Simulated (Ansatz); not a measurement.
```yaml
crystal:
  periodic: [false, false, false]
  atoms:
    - {symbol: V, position_ang: [-1.066022, -0.263541, -0.059201]}
    - {symbol: O, position_ang: [0.498025, 0.113527, 0.741535]}
    - {symbol: O, position_ang: [0.567997, 0.150014, -0.682334]}
basis:
  gaussian: {orbitals: aug-cc-pVDZ}
magnetization: {spin_polarized: true, initial_magnetization: 3}
hamiltonian: {xc: {name: PBE0}, pseudopotentials: {relativity: scalar}}
scf: {lower_state_search: off}
output: {forces: true}
```

```sh
$ ansatz run in.yaml --threads 2 --pin off --events-out ev --progress --plain --max-ram 4352MiB
```

It prints (some lines left out):

```
Functional definition: PBE0
1071 factors; integrals over basis functions are off by at most 1.3e-3 eV
mean field evaluation 1: about -29888.1868 eV, gradient 3.3e1 eV
mean field evaluation 2: about -29854.9462 eV, gradient 8.1e1 eV
mean field evaluation 4: about -29892.1979 eV, gradient 7.7e0 eV
mean field evaluation 8: about -29892.5891 eV, gradient 6.4e-1 eV
mean field evaluation 16: about -29892.5968 eV, gradient 1.7e-2 eV
mean field -29893.08329558 eV, -1098.5505488529 hartree, gradient 6.1e-6 eV, S^2 3.845635; 0 other end points of the search recorded, 0 dependent functions left out
reference -29893.08333876 eV, -1098.5505504398 hartree; 21, 18 occupied and 84, 87 virtual orbitals, 1071 factors
Total energy: -29893.08333876 eV, -1098.5505504398 hartree
Relativity: scalar
Atom 0 at    -1.066022    -0.263541    -0.059201 Å, force    -0.024266    -0.006003    -0.001079 eV/Å
Atom 1 at     0.498025     0.113527     0.741535 Å, force     0.038065     0.016606    -0.533284 eV/Å
Atom 2 at     0.567997     0.150014    -0.682334 Å, force    -0.013798    -0.010603     0.534363 eV/Å
Dipole moment:    -1.025215    -0.253453    -0.056939 e Å
Checks for a lower state left out: stability, starts, cluster_reference, orbital_swaps, neighbouring_geometries, increment
```

Run time 4.5 s (2 threads of Arm Neoverse V2 on a shared host).
